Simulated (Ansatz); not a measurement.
Molecule: CdI₂ (charge 0, singlet). 
Coordinates optimised at B3LYP-D3(BJ)/def2-TZVP (Ansatz, an electronic-structure program):
SMILES: [I][Cd][I]
```xyz
3

Cd     0.0000     0.0000     0.0000
I      0.0000     0.0000    -2.6122
I      0.0000     0.0000     2.6122
```

Computed values are from Ansatz. Valence correlation only, unless marked. UHF or UKS for open shells. No spin-orbit coupling. Frozen are the shells of the preceding noble gas and the d and f shells that filled before the atom's block. In def2 rows, elements after Kr have scalar-relativistic effective core potentials. CBS(X,Y): correlation extrapolated as X^-3; Hartree-Fock from the larger set. [CCSD(T)-MP2]/basis is that difference in the basis named.

### Question
What is the dipole moment at CCSD(T)/def2-SVPD?

### Answer
0.00 D.

### Question
What is the total energy at RI-MP2/CBS(def2-TZVPPD,def2-QZVPPD)+[CCSD(T)-MP2]/def2-TZVPPD?

### Answer
-761.1923 Eh.

### Question
What is the atomisation energy De at RI-MP2/CBS(def2-TZVPPD,def2-QZVPPD)+[CCSD(T)-MP2]/def2-TZVPPD?

### Answer
422.7 kJ/mol.

### Question
What is the T1 diagnostic at CCSD/def2-TZVPPD?

### Answer
0.015.
